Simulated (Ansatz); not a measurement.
Correlation energies of CH$_{5}$AlClN, SMILES `C[NH][AlH][Cl]` by basis set

| atom | x (Å) | y (Å) | z (Å) |
| --- | --- | --- | --- |
| C1 | -0.0583 | 1.0129 | -0.8592 |
| N2 | -0.0672 | 0.3246 | 0.4148 |
| Al3 | 0.1149 | -1.4001 | 0.7005 |
| Cl4 | 0.0525 | -2.0608 | 2.6927 |
| H5 | 0.0819 | 0.2949 | -1.6714 |
| H6 | 0.7553 | 1.7438 | -0.9303 |
| H7 | -0.9999 | 1.5394 | -1.0527 |
| H8 | -0.1955 | 0.9547 | 1.1923 |
| H9 | 0.3162 | -2.4094 | -0.4867 |

Charge 0, multiplicity 1. The structure was optimised at the PBE0-D4/def2-TZVP level. It is one conformer, not always the lowest. Frozen core, restricted reference, Ansatz 0.2.0. CBS rows extrapolate triple and quadruple zeta.

```tsv
basis	HF (Eh)	MP2 corr.
def2-TZVPP	-796.80895	-0.65431
def2-QZVPP	-796.83374	-0.70649
```

Estimate the CCSD correlation energy and the (T) correction in each basis where they were run (hartree).


```json
{"basis": "def2-TZVPP", "CCSD corr.": "-0.69823", "(T)": "-0.02685"}
{"basis": "def2-QZVPP", "CCSD corr.": "-0.74367", "(T)": "-0.03079"}
{"basis": "CBS(def2)", "CCSD corr.": "-0.77734", "(T)": "-0.03371"}
```
